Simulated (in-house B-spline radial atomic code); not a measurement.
A run on Sc- that did not converge. Method: scalar-relativistic (X2C) B97-1, spin-polarised, spherical fractional occupations, exact exchange averaged over the configuration, Fermi nucleus of rms radius 3.5459 fm; computed with a B-spline radial code for spherical atoms.

Command:
```bash
python run_scf.py task.json out
```
Settings (nuclear radius in fm, mass in u):
```
Z                21
configuration    [Ar] 3d2 4s2
hamiltonian      x2c
method           b97_1
spin_polarised   True
nucleus          fermi
rms_radius       3.5459
atomic_mass      44.95591
speed_of_light   137.035999084
exact_exchange   averaged over the configuration
```

First and last ten iterations of the last attempt (damped for 15 steps, keeping 80 % of the old Fock matrix, then DIIS):
```
 iter        energy (Eh)    residual
    1        -761.495429    2.88e-01
    2        -761.754716    2.10e-01
    3        -762.905583    1.37e-01
    4        -763.531085    8.91e-02
    5        -763.855960    5.31e-02
    6        -764.016242    2.76e-02
    7        -763.715743    4.02e-02
    8        -763.989675    3.24e-02
    9        -764.072426    1.49e-02
   10        -763.705495    4.27e-02
  111        -764.074429    4.50e-03
  112        -764.074330    3.41e-03
  113        -764.074342    8.76e-03
  114        -764.074569    4.64e-03
  115        -764.074452    1.16e-02
  116        -764.074392    1.43e-02
  117        -764.074196    7.95e-03
  118        -764.074226    6.19e-03
  119        -764.074204    1.42e-02
  120        -764.074159    6.44e-03
 not converged after 120 iterations
```

The smallest residual met was 1.4e-03; the threshold is about 2e-07. No energy from this run should be used. Time taken, with all properties: 6.6 s on 1 thread of Arm Neoverse N1, with other jobs on the host.
